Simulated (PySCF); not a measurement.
# Ionisation energy of Sb⁺ by level of theory

Sb⁺ [Kr] 4d10 5s2 5p2 (3P) → Sb²⁺ [Kr] 4d10 5s2 5p1 (2P), as a difference of total energies. Computed with PySCF 2.14 in x2c-TZVPPall, with scalar relativity by spin-free X2C-1e. Correlated levels: valence: [Kr] 4d10 frozen; valence and next inner shell: [Ar] 3d10 frozen. The calculations carry no spin-orbit coupling.

Order these methods by the ionisation energy they give, lowest first.
A. MP2 (valence)
B. B2PLYP
C. LDA
D. PBE

A (16.310 eV), B (16.384 eV), D (16.470 eV), C (16.673 eV).

A first-order spin-orbit estimate (lowest level to lowest level, LS coupling) adds -0.067 eV.

Errors of the correlated levels include the incompleteness of this basis and the frozen core.

For comparison: 16.626 ± 0.025 eV (measured; NIST Atomic Spectra Database, ionization energies).
